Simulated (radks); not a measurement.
Problem. The mean radii <r> (bohr) of the occupied orbitals of an atom or ion are listed with their occupations. Method: non-relativistic Kohn-Sham, LB94 model potential, spin-polarised, spherical densities, point nucleus; computed with a radial shooting solver on a logarithmic mesh with Libxc functionals.

| orbital | occ. | <r> |
|---|---|---|
| 1s up | 1 | 0.02132 |
| 1s down | 1 | 0.02132 |
| 2s down | 1 | 0.09024 |
| 2s up | 1 | 0.09024 |
| 2p down | 3 | 0.07635 |
| 2p up | 3 | 0.07635 |
| 3s up | 1 | 0.2301 |
| 3s down | 1 | 0.2299 |
| 3p up | 3 | 0.2199 |
| 3p down | 3 | 0.2198 |
| 3d up | 5 | 0.1934 |
| 3d down | 5 | 0.1933 |
| 4s up | 1 | 0.5121 |
| 4s down | 1 | 0.5125 |
| 4p up | 3 | 0.5193 |
| 4p down | 3 | 0.5197 |
| 4d up | 5 | 0.5344 |
| 4d down | 5 | 0.5350 |
| 4f up | 7 | 0.5721 |
| 4f down | 3 | 0.5733 |
| 5s up | 1 | 1.061 |
| 5s down | 1 | 1.064 |

Name the element and its charge. Open shells, if any, are filled with parallel spins first.

Solution. Z = 71, lutetium, charge +13: Lu13+ in [Kr] 4d10 4f10 5s2. The 1s radius gives Z: for a bare nucleus <r> = 1.5/Z, 0.02113 bohr for Z = 71, and screening makes it slightly larger (0.02132 here). The occupations add up to 58, and the charge is Z minus that.
